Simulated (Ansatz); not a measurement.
Calculated with Ansatz (gas phase, PBE0-D4/def2-TZVP geometries, no zero-point term in ΔE). CBS: MP2 limit from def2 TZ/QZ plus the TZ coupled-cluster correction, frozen cores. This one scheme is used for every species. DFT in def2-TZVPP. B3LYP here is the variant with VWN-RPA as its local correlation; programs differ in this. HSE06 is defined as in plane-wave codes. For Ge outer-core shells are correlated without core-valence functions, which leaves a few kJ/mol of doubt a bond. Scalar relativity is left out up to krypton. Each species was taken in one conformer, which may not be the lowest.

Reaction (ligand exchange at a Ge–N bond): `C[N](C)[Ge][NH2]` + HCl → `[NH2][Ge][Cl]` + `CNC`

| level | ΔE (kJ/mol) | difference from CCSD(T)/CBS |
| --- | --- | --- |
| PBE-D4 | -72.3 | -6.6 |
| BLYP-D4 | -71.0 | -5.3 |
| B97M-V | -78.2 | -12.5 |
| PBE0-D4 | -74.9 | -9.2 |
| B3LYP-D4 | -74.0 | -8.3 |
| r2SCAN0-D4 | -75.8 | -10.1 |
| HSE06-D4 | -75.3 | -9.6 |
| BHLYP-D4 | -78.2 | -12.5 |
| B3LYP | -84.7 | -19.0 |
| r2SCAN0 | -78.3 | -12.6 |
| HSE06 | -81.0 | -15.3 |
| LC-ωPBE | -74.2 | -8.5 |
| HF/def2-SVP | -91.3 | -25.6 |
| CCSD/def2-SVP | -63.6 | 2.1 |
| CCSD(T)/def2-SVP | -59.5 | 6.2 |
| HF/def2-TZVPP | -95.9 | -30.2 |
| CCSD(T)/CBS | -65.7 | 0 |

Problem. What do rigid-rotor, harmonic-oscillator terms from PBE0-D4/def2-TZVP frequencies (298.15 K, 1 bar) make of the CCSD(T)/CBS value? (Best estimate.)

Solution. Computed: ΔZPE = +13.6 kJ/mol, ΔH = -55.8 kJ/mol, ΔS = 19 J/(mol·K), ΔG = -61.5 kJ/mol.

Largest T1 diagnostic among the species: 0.014.

In def2-TZVPP, CCSD(T) changes the Hartree–Fock value by +34.5 kJ/mol (the triples alone add +4.4 kJ/mol) and MP2 by +37.4 kJ/mol. At CCSD(T), def2-SVP lies +6.2 kJ/mol from the extrapolated value and def2-TZVPP +4.3 kJ/mol.

CCSD(T)/CBS has its own doubt, a few kJ/mol and more with outer-core shells, so smaller differences from it don't rank the levels.
